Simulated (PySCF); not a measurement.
## Electron correlation in Fe(2+) (iron, charge +2)

[Ar] 3d6, high-spin 5D determinant. Computed with PySCF 2.14 in ANO-RCC-VTZP (6s5p3d2f1g, 59 functions), with the spin-free X2C one-electron Hamiltonian (Gaussian nucleus). Frozen: [Ne]; 14 electrons correlated.

| level | correlation energy (mhartree) |
| --- | --- |
| CCSD | -423.27 |
| (T) | -6.54 |
| CCSD(T) | -429.81 |

Diagnostics: T1 = 0.0064, D1 = 0.0143, largest double amplitude 0.028.

Cost of the coupled-cluster step: about 12 core-seconds, for 14 correlated electrons.

Iterations:

```
CC2 = 0
CCSD nocc = (np.int64(9), np.int64(5)), nmo = (54, 54)
frozen orbitals [[0, 1, 2, 3, 4], [0, 1, 2, 3, 4]]
max_cycle = 100
direct = 0
conv_tol = 1e-08
conv_tol_normt = 1e-06
diis_space = 8
diis_start_cycle = 0
Init t2, MP2 energy = -0.427505736037142
Init E_corr(UCCSD) = -0.427505736037675
cycle = 1  E_corr(UCCSD) = -0.416599246520658  dE = 0.0109064895  norm(t1,t2) = 0.0438397
cycle = 2  E_corr(UCCSD) = -0.423272655199457  dE = -0.00667340868  norm(t1,t2) = 0.0103537
cycle = 3  E_corr(UCCSD) = -0.422970096773263  dE = 0.000302558426  norm(t1,t2) = 0.0052766
cycle = 4  E_corr(UCCSD) = -0.423265664440079  dE = -0.000295567667  norm(t1,t2) = 0.00189164
cycle = 5  E_corr(UCCSD) = -0.423297503278875  dE = -3.18388388e-05  norm(t1,t2) = 0.000538777
cycle = 6  E_corr(UCCSD) = -0.423266293087309  dE = 3.12101916e-05  norm(t1,t2) = 0.000200011
cycle = 7  E_corr(UCCSD) = -0.423273475995053  dE = -7.18290774e-06  norm(t1,t2) = 6.27889e-05
cycle = 8  E_corr(UCCSD) = -0.423276017301335  dE = -2.54130628e-06  norm(t1,t2) = 2.46666e-05
cycle = 9  E_corr(UCCSD) = -0.423274456420785  dE = 1.56088055e-06  norm(t1,t2) = 1.15543e-05
cycle = 10  E_corr(UCCSD) = -0.423274430237671  dE = 2.61831133e-08  norm(t1,t2) = 3.38397e-06
cycle = 11  E_corr(UCCSD) = -0.42327463249581  dE = -2.02258139e-07  norm(t1,t2) = 1.32623e-06
cycle = 12  E_corr(UCCSD) = -0.423274571105118  dE = 6.13906921e-08  norm(t1,t2) = 3.78026e-07
cycle = 13  E_corr(UCCSD) = -0.423274584219141  dE = -1.31140227e-08  norm(t1,t2) = 2.03232e-07
cycle = 14  E_corr(UCCSD) = -0.423274580721537  dE = 3.49760343e-09  norm(t1,t2) = 1.04279e-07
UCCSD converged
E(UCCSD) = -1270.969784619366  E_corr = -0.4232745807215375
UCCSD(T) correction = -0.00654159043893876
```
